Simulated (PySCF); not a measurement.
Electron affinity of Cr by level of theory

Cr⁻ [Ar] 3d5 4s2 (6S) → Cr [Ar] 3d5 4s1 (7S), as a difference of total energies. All numbers are calculated (PySCF 2.14, no relativity, point nucleus, in def2-TZVPPD (6s6p4d2f1g, 67 functions)). Correlated levels: valence: [Ar] frozen. The calculations carry no spin-orbit coupling.

| method | electron affinity (eV) | difference from reference (eV) |
| --- | --- | --- |
| UHF | -0.740 | -1.416 |
| MP2 (valence) | -0.012 | -0.688 |
| SCS-MP2 (valence) | 0.163 | -0.513 |
| CCSD (valence) | 0.279 | -0.397 |
| CCSD(T) (valence) | 0.397 | -0.279 |

Reference: 0.676 eV (measured; photodetachment measurements, as compiled on the Wikipedia data page of electron affinities).

These non-relativistic numbers lack the scalar-relativistic shift.

Errors of the correlated levels include the incompleteness of this basis and the frozen core.

A negative affinity means that the anion lies above the atom at that level of theory.

The coupled-cluster amplitudes are large for Cr⁻ (T1 above 0.03 or a double amplitude above 0.15), so a single reference is strained.
